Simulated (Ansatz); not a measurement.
System: H2B, doublet: map of symmetric stretch and bend. Scanned: B-H bond length and H-B-H angle.

Cartesian coordinates as functions of the variables (Å; names that start with a are angles):
```
B  0  0  0
H  r*sin(a/2)  0  r*cos(a/2)
H  -r*sin(a/2)  0  r*cos(a/2)
```

Method: CCSD on UHF/cc-pVDZ, frozen core (Ansatz, a program for electronic structure).

Energy in kJ/mol above the lowest grid point; x is the B-H bond length (Å), y the H-B-H angle (°).

```
y \ x    1.01   1.06   1.13   1.18   1.26   1.30   1.38   1.43   1.49   1.54   1.61
------  -----  -----  -----  -----  -----  -----  -----  -----  -----  -----  -----
180     146.8   88.4   45.8   36.5   48.3   63.3  106.1  138.9  182.2  220.4  275.3
168.31  143.5   84.7   41.4   31.7   42.6   57.2   98.9  131.0  173.3  210.5  263.6
161.23  138.9   79.6   35.5   25.2   35.0   49.0   89.5  120.7  162.0  198.2  249.8
151.21  131.4   71.2   25.7   14.3   22.4   35.5   74.2  104.4  144.4  179.5  229.8
137.89  124.6   63.0   15.5    2.7    8.6   20.7   57.5   86.5  125.4  159.8  209.3
129.55  124.9   62.4   13.7    0.0    4.6   16.0   51.7   80.2  118.5  152.5  201.6
120.16  131.6   68.0   17.7    3.0    6.0   16.8   51.2   79.0  116.5  150.0  198.6
110.31  147.5   82.6   30.6   14.6   15.8   25.6   58.4   85.3  121.9  154.6  202.3
98.27   181.3  114.7   60.2   42.5   41.0   49.6   79.9  105.3  140.2  171.7  217.8
91.73   207.1  139.5   83.5   64.8   61.6   69.3   98.1  122.5  156.4  187.0  231.9
79.27   272.4  202.5  143.3  122.3  115.5  121.5  146.8  169.1  200.5  229.1  271.2
70      336.4  264.3  202.3  179.3  169.4  173.9  196.2  216.8  246.0  272.8  312.6
```

Points that lie below all their neighbours on the grid: x = 1.18, y = 129.55 (0.0 kJ/mol).
